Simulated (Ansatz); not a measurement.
Ansatz (a first-principles code) input:

Ansatz 0.2 input:
```yaml
crystal:
  periodic: [false, false, false]
  atoms:
    - {symbol: N, position_ang: [1.34124605, -0.63112076, 0.03977880]}
    - {symbol: B, position_ang: [0.02705787, 0.00406286, 0.00419266]}
    - {symbol: N, position_ang: [-1.17150557, -0.72202295, 0.15891428]}
    - {symbol: O, position_ang: [-0.05513706, 1.35339272, -0.26907372]}
    - {symbol: H, position_ang: [1.57586930, -1.09217537, 0.91983713]}
    - {symbol: H, position_ang: [-2.06291184, -0.31699704, -0.07307637]}
    - {symbol: H, position_ang: [-1.20102357, -1.70756317, 0.34658722]}
    - {symbol: H, position_ang: [0.80568989, 1.74128545, -0.45257299]}
basis:
  gaussian:
    orbitals: cc-pVQZ
hamiltonian:
  xc: pbe
magnetization: {spin_polarized: true, initial_magnetization: 1}
correlation: {method: rpa, electrons: outside_noble_gas}
```

Task: Predict the final energy.

Result: -212.17098 Eh (RPA@PBE/cc-pVQZ). The basis has 340 functions.

It need not be the lowest isomer of its formula.
